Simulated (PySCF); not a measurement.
# Stretching AlI

Set-up: PySCF, spin-free X2C with a Gaussian nucleus, basis sets Al x2c-SVPall, I x2c-SVPall. Energies in eV from Al + I in their ground configurations at the same level. All curves are PBE0. state 1: ¹Σ⁺ (singlet), closed shell; state 2: ³Π (triplet), unpaired electrons σ ↑, π ↑, a second solution, started from another occupation.

```json
{"R (Å)": "2.193", "state 1": "-3.130", "state 2": "-0.754"}
{"R (Å)": "2.295", "state 1": "-3.596", "state 2": "-1.163"}
{"R (Å)": "2.397", "state 1": "-3.848", "state 2": "-1.358"}
{"R (Å)": "2.474", "state 1": "-3.935", "state 2": "-1.406"}
{"R (Å)": "2.550", "state 1": "-3.957", "state 2": "-1.393"}
{"R (Å)": "2.627", "state 1": "-3.930", "state 2": "-1.338"}
{"R (Å)": "2.728", "state 1": "-3.839", "state 2": "-1.221"}
{"R (Å)": "2.856", "state 1": "-3.666", "state 2": "-1.038"}
{"R (Å)": "3.009", "state 1": "-3.406", "state 2": "-0.808"}
{"R (Å)": "3.213", "state 1": "-3.026", "state 2": "-0.537"}
```

Problem. Put a parabola through the three lowest points of the state 1 curve and estimate Re, k and ωe (reduced mass 22.25 u; 1 eV/Å² = 0.16022 mdyn/Å; ωe = 1302.8·√(k/μ) cm⁻¹).

Solution. Through R = 2.474, 2.55, 2.627 Å the second-order coefficient is 4.18 eV/Å², so Re ≈ 2.547 Å, k ≈ 1.34 mdyn/Å and ωe ≈ 320 cm⁻¹. A polynomial fit of higher order to the unrounded PBE0 energies gives Re = 2.543 Å, k = 1.37 mdyn/Å, ωe = 323 cm⁻¹; anharmonicity and rounding make the difference.

The higher-order fit for each curve: state 1: Re = 2.543 Å, ωe = 323 cm⁻¹, De = 3.96 eV; state 2: Re = 2.493 Å, ωe = 338 cm⁻¹, minimum 1.41 eV below the ground-state fragments.

Spin–orbit coupling is left out, which matters for elements this heavy, above all for dissociation energies. Counting both spins, an empty level lies below a filled one in some of these solutions, because spin and occupation are held.
